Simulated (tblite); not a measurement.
Input of a run (GFN2-xTB geometry optimisation, gas phase (tblite 0.8.0)), started from a force field or distance geometry:
```
{"job": {"kind": "relax", "xc": "GFN2-xTB", "basis": "xTB"}, "charge": 0, "multiplicity": 1}
O     -3.737200    -0.603600    -0.173300
S     -2.910800     0.531500    -0.704100
C     -1.618500     0.827000     0.625100
C     -0.530600     0.746000    -0.481900
C      0.754000     0.247900    -0.002500
C      1.819100    -0.147400     0.367100
C      3.129700    -0.620300     0.825300
F      4.078100     0.284900     0.453800
C     -1.343700    -0.278600    -1.317500
H     -1.709500     1.806400     1.111500
H     -1.609900     0.047800     1.387900
H     -0.411500     1.693700    -1.000400
H      3.380700    -1.586400     0.393000
H      3.169300    -0.713700     1.915100
H     -1.204500    -0.182200    -2.396900
H     -1.262300    -1.326100    -1.013700
```

Output (eV, eV/Å):
```
step      E/eV     max force
  0    -771.59699    3.290
  1    -771.72882    2.629
  2    -771.75045    3.208
  3    -771.81572    0.900
  4    -771.83184    0.310
  5    -771.84093    0.211
  6    -771.84382    0.175
  7    -771.84619    0.107
  8    -771.84721    0.098
  9    -771.84793    0.081
 10    -771.84847    0.072
 11    -771.84887    0.039
 12    -771.84917    0.038
 13    -771.84946    0.045
 14    -771.84977    0.046
 15    -771.85011    0.048
 16    -771.85049    0.047
 17    -771.85091    0.047
 18    -771.85136    0.051
 19    -771.85182    0.049
 20    -771.85232    0.067
 21    -771.85298    0.071
 22    -771.85377    0.055
 23    -771.85451    0.063
 24    -771.85507    0.063
 25    -771.85559    0.051
 26    -771.85619    0.055
 27    -771.85675    0.047
 28    -771.85717    0.037
 29    -771.85745    0.030
 30    -771.85766    0.034
 31    -771.85784    0.037
 32    -771.85799    0.036
 33    -771.85815    0.034
 34    -771.85838    0.049
 35    -771.85876    0.065
 36    -771.85921    0.061
 37    -771.85955    0.035
 38    -771.85974    0.032
 39    -771.85989    0.030
 40    -771.86011    0.041
 41    -771.86044    0.049
 42    -771.86086    0.051
 43    -771.86120    0.053
 44    -771.86143    0.035
 45    -771.86159    0.053
 46    -771.86173    0.038
 47    -771.86186    0.035
 48    -771.86198    0.032
 49    -771.86207    0.027
 50    -771.86221    0.030
 51    -771.86236    0.034
 52    -771.86247    0.029
 53    -771.86256    0.030
 54    -771.86265    0.025
 55    -771.86273    0.024
 56    -771.86278    0.023
 57    -771.86281    0.016
 58    -771.86283    0.011
 59    -771.86285    0.012
 60    -771.86287    0.012
 61    -771.86288    0.009
```

Task: Summarise the run.

Result: The energy falls by 25.7 kJ/mol over 61 L-BFGS steps, the largest force on an atom goes from 3.29 to 0.009 eV/Å, and the atoms move by 0.159 Å rms after alignment. The bond that changes most is O1=S2 (sulfinyl oxygen to sulfinyl sulfur), which shortens by 0.044 Å. Bonds longer at the end by more than 0.005 Å: 4 of 16; shorter: 9. Among the angles that change most is O1–S2–C3, from 104.3° to 109.6°. Among the dihedrals that turn most is C3–C4–C9–S2, from 32° to 20°. The energy never rose by more than 1e-5 eV on the way. The first step brought 50 % of the lowering.

Task: What are the final bond lengths?

Result: O1=S2 1.457 Å, S2–C3 1.869 Å, C3–C4 1.534 Å, C4–C5 1.445 Å, C5≡C6 1.200 Å, C6–C7 1.448 Å, C7–F8 1.378 Å, C4–C9 1.534 Å, S2–C9 1.869 Å, C3–H10 1.086 Å, C3–H11 1.087 Å, C4–H12 1.094 Å, C7–H13 1.097 Å, C7–H14 1.097 Å, C9–H15 1.086 Å, C9–H16 1.087 Å. Numbering counts from 1 in the input's order; the species is `FCC#C[C@H]1C[S@](C1)=O`.

The run took 0.42 s of wall time on one thread, Arm Neoverse V1 (aarch64), shared host with 32 logical CPUs at a one-minute load of 11.

Its GFN2-xTB frequencies are all real (lowest 17 cm⁻¹). One conformer, not necessarily the lowest. 3 starts were optimised and ended at 0.00, 0.00 and 0.10 kcal/mol (GFN2-xTB); the lowest of these is shown.

The numbers are calculated, not measured.
